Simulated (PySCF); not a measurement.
This PySCF input asks for the NMR shieldings of `FC[C@H](C[SiH2]C)[SiH2]C#N`, C5H12FNSi2; the geometry comes from GFN2-xTB.

```python
import basis_set_exchange as bse
import numpy as np
from pyscf import gto, dft
from pyscf.prop import nmr

atoms = """
C     3.322021    0.440438    0.207235
Si    1.812509   -0.175997   -0.757855
C     0.268539    0.083191    0.335352
C    -1.070528   -0.122804   -0.377961
C    -1.210719   -1.563727   -0.838884
F    -2.478016   -1.793283   -1.328583
Si   -2.555054    0.343815    0.741168
C    -2.207687    2.102510    1.273438
N    -1.988481    3.177787    1.602105
H     3.463796   -0.122109    1.125668
H     4.226705    0.336153   -0.382877
H     3.222822    1.488261    0.475699
H     1.643733    0.580174   -2.005141
H     1.984517   -1.600777   -1.078553
H     0.314494   -0.576462    1.205193
H     0.295127    1.102980    0.727151
H    -1.089405    0.512669   -1.270419
H    -0.514782   -1.810461   -1.646523
H    -1.068967   -2.263102   -0.008129
H    -2.546047   -0.466328    1.963541
H    -3.833494    0.344016    0.037902
"""
names = dict.fromkeys(["C", "Si", "F", "N", "H"], "pcSseg-1")
basis = {el: gto.basis.parse(bse.get_basis(n, elements=[el], fmt="nwchem")) for el, n in names.items()}
mol = gto.M(atom=atoms, basis=basis, charge=0, verbose=0)
mf = dft.RKS(mol, xc="PBE0")
mf.grids.level = 2
mf.grids.alignment = dft.numint.BLKSIZE   # the property module wants whole blocks of grid points
mf.conv_tol = 1e-9
mf.kernel()

calc = nmr.RKS(mf)   # GIAO
C = mf.mo_coeff
Co = C[:, mf.mo_occ > 0]
resp = mf.gen_response(singlet=True, hermi=2)
def vind(x):   # induced exchange potential for any number of trial vectors
    d = np.einsum("pi,xij,qj->xpq", C, 2 * x.reshape(-1, C.shape[1], Co.shape[1]), Co, optimize=True)
    return np.einsum("xpq,pi,qj->xij", resp(d - d.transpose(0, 2, 1)), C, Co, optimize=True).ravel()
mo1, _ = nmr.rhf.solve_mo1(calc, with_cphf=vind)
sigma = calc.kernel(mo1)
for i, s in enumerate(sigma):   # ppm
    w = np.linalg.eigvalsh((s + s.T) / 2)
    print("%2d %-2s iso %8.1f  s11 %8.1f  s22 %8.1f  s33 %8.1f" % (i, mol.atom_pure_symbol(i), w.mean(), *w))
```

Problem. What does it print?

Solution. 
```
 0 C  iso    193.6  s11    190.5  s22    191.7  s33    198.6
 1 Si iso    389.4  s11    349.0  s22    390.3  s33    428.7
 2 C  iso    175.6  s11    164.6  s22    169.7  s33    192.4
 3 C  iso    158.2  s11    140.8  s22    163.6  s33    170.3
 4 C  iso     97.0  s11     56.4  s22     80.8  s33    153.9
 5 F  iso    403.4  s11    373.3  s22    386.2  s33    450.8
 6 Si iso    409.3  s11    379.2  s22    388.8  s33    460.0
 7 C  iso     62.9  s11    -51.8  s22    -47.0  s33    287.7
 8 N  iso    -98.7  s11   -301.7  s22   -295.3  s33    301.0
 9 H  iso     31.6  s11     26.8  s22     29.4  s33     38.4
10 H  iso     31.5  s11     26.6  s22     28.0  s33     40.0
11 H  iso     31.5  s11     26.7  s22     29.6  s33     38.1
12 H  iso     27.6  s11     23.9  s22     26.8  s33     32.0
13 H  iso     27.4  s11     23.0  s22     27.5  s33     31.9
14 H  iso     31.3  s11     26.5  s22     31.2  s33     36.2
15 H  iso     30.3  s11     23.6  s22     31.6  s33     35.6
16 H  iso     29.8  s11     26.8  s22     28.9  s33     33.8
17 H  iso     26.5  s11     20.7  s22     28.7  s33     30.1
18 H  iso     27.4  s11     23.0  s22     29.4  s33     29.7
19 H  iso     27.5  s11     24.5  s22     25.8  s33     32.3
20 H  iso     27.0  s11     22.6  s22     26.0  s33     32.6
```

These numbers come from an equivalent density-fitted implementation of the same equations, which agrees with the script to about 0.01 ppm for H and up to a few tenths of a ppm for heavy atoms, so last digits may differ.

Problem. Turn these shieldings into chemical shifts. Scale: 13C (186.93 ppm) and 29Si (349.16 ppm) and 1H (31.72 ppm) against TMS; 19F (170.95 ppm) vs CFCl3; 15N (267.73 ppm) against NH3 (reference shieldings calculated alike).

Solution. Averaging equivalent atoms: C 7: 124.0; C 4: 89.9; C 3: 28.7; C 2: 11.4; C 0: -6.7; Si 1: -40.2; Si 6: -60.1; F 5: -232.5; N 8: 366.4; H 17: 5.21; H 20: 4.68; H 18: 4.33; H 13: 4.27; H 19: 4.20; H 12: 4.16; H 16: 1.90; H 15: 1.44; H 14: 0.43; H 9/10/11: 0.20 ppm. Unscaled 19F shifts against computed CFCl3 carry errors that often reach 10 to 50 ppm. Experimental scales use liquid or dissolved standards, which lie at an offset from isolated NH3 (liquid NH3: subtract about 20 ppm). Unscaled 15N shifts of sp2 nitrogen come out 20 to 40 ppm too high even then.

Size and cost of the density-fitted run: 227 basis functions, 86 s wall time on 1 thread of an Arm Neoverse N1, shared host; peak memory 1.1 GiB.
